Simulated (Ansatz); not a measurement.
B2F4H2S2, SMILES `F[B-]1(F)[SH+][B-](F)(F)[SH+]1` at its PBE0-D4/def2-TZVP geometry, where that method's forces vanish. The species carries charge 0 and has multiplicity 1.

```xyz
10

F    -2.0676    0.9069    0.6247
B    -1.3303   -0.1197    0.1681
F    -1.9640   -1.2705   -0.1145
S    -0.2218    0.4672   -1.4202
B     1.3302    0.1194   -0.1687
F     1.9656    1.2694    0.1139
F     2.0662   -0.9083   -0.6248
S     0.2217   -0.4657    1.4201
H    -0.3048    1.7797   -1.1444
H     0.3049   -1.7785    1.1458
```

(1) What forces (eV/Å) does r2SCAN-D4/def2-TZVPP give on these atoms in Ansatz 0.2.0? (Estimate.)

Answers

(1) The calculation gave: 
```
F1  -0.070  0.101  0.044
B2  -0.028 -0.002  0.006
F3  -0.060 -0.112 -0.030
S4  -0.038  0.067 -0.249
B5   0.029  0.003 -0.002
F6   0.060  0.113  0.028
F7   0.069 -0.100 -0.047
S8   0.038 -0.069  0.250
H9   0.001  0.000  0.010
H10 -0.001  0.000 -0.009
```
